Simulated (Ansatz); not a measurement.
`[O][GeH2][Cl]`• → Cl• + Ge• + 2 H• + O•  (atomization)

Computed with Ansatz on PBE0-D4/def2-TZVP structures; ΔE is electronic, products minus reactants. CBS: MP2 limit from def2 TZ/QZ plus the TZ coupled-cluster correction, frozen cores. This one scheme is used for every species, atoms too. DFT in def2-TZVPP. B3LYP here is the variant with VWN-RPA as its local correlation; programs differ in this. No spin–orbit coupling; open shells (•) take unrestricted orbitals. Spin–orbit coupling would lower the free atoms: a little for Cl, O; clearly for Ge. Bonds to Ge are less sure, by a few kJ/mol each and by 10 to 20 or more in all where they break to atoms, as the def2 sets lack core-valence functions. Scalar relativity is left out up to krypton.

Task: What is ΔE at CCSD(T)/CBS? (Best estimate.)

Result: Computed: +309.0 kcal/mol.

Task: What do these levels give: LDA (SPW92), B3LYP-D4, BHLYP-D4, B2PLYP, r2SCAN, r2SCAN0, LC-ωPBE, MP2/def2-SVP, HF/def2-TZVPP, MP2/def2-TZVPP, HF/def2-QZVPP, HF/CBS(def2)? (An estimate is asked.)

Result: The calculation gave: LDA (SPW92) 361.2, B3LYP-D4 305.5, BHLYP-D4 296.1, B2PLYP 302.7, r2SCAN 313.6, r2SCAN0 305.0, LC-ωPBE 304.8, MP2/def2-SVP 282.3, HF/def2-TZVPP 213.8, MP2/def2-TZVPP 303.6, HF/def2-QZVPP 214.2, HF/CBS(def2) 214.3 kcal/mol.

Largest T1 diagnostic among the species: 0.014.

At CCSD(T), def2-SVP lies −28.6 kcal/mol from the extrapolated value and def2-TZVPP −7.7 kcal/mol: correlation converges slowly with the basis, and small sets miss more of it in the bonded molecule than in its fragments. From r2SCAN to r2SCAN0 (25 % exact exchange), in def2-TZVPP and without D4, ΔE moves by −8.7 kcal/mol: exact exchange takes away binding that semilocal exchange gives to molecules.

For atomizations the MP2-based limit and the directly extrapolated one differ by several kJ/mol either way, and by 10 to 25 for some Ge, Se and Sn compounds, so smaller differences from it don't rank the levels.
